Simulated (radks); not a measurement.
Results of a calculation; reference values are marked as such.
Orbital eigenvalues (eV) of neutral gallium, [Ar] 3d10 4s2 4p1, at several levels of relativity; Dirac values are averaged over j with weights 2j + 1. Spin-unpolarised spherical Kohn-Sham, PBE, point nucleus unless stated (finite: rms radius 3.9973 fm), a radial shooting solver on a logarithmic mesh with Libxc functionals. A level marked "c x" has the speed of light scaled by that factor and shares open shells by 2j + 1; other Dirac levels either fill j = l - 1/2 first or share by 2j + 1.

| shell | non-rel. | scalar-rel., finite nucleus | Dirac, 2j+1 shares | Dirac, c x 0.75 | change of magnitude, last against first (%) |
|---|---|---|---|---|---|
| 1s | -10092 | -10230 | -10227 | -10337 | +2.44 |
| 2s | -1232.1 | -1262.3 | -1261.8 | -1286.2 | +4.39 |
| 2p | -1091.6 | -1098.8 | -1098.5 | -1104.2 | +1.15 |
| 3s | -143.30 | -148.12 | -148.08 | -152.03 | +6.09 |
| 3p | -97.731 | -98.859 | -98.856 | -99.782 | +2.10 |
| 3d | -19.774 | -19.155 | -19.151 | -18.666 | -5.60 |
| 4s | -8.7101 | -8.9486 | -8.9473 | -9.1480 | +5.03 |
| 4p | -2.6163 | -2.5792 | -2.5802 | -2.5528 | -2.43 |
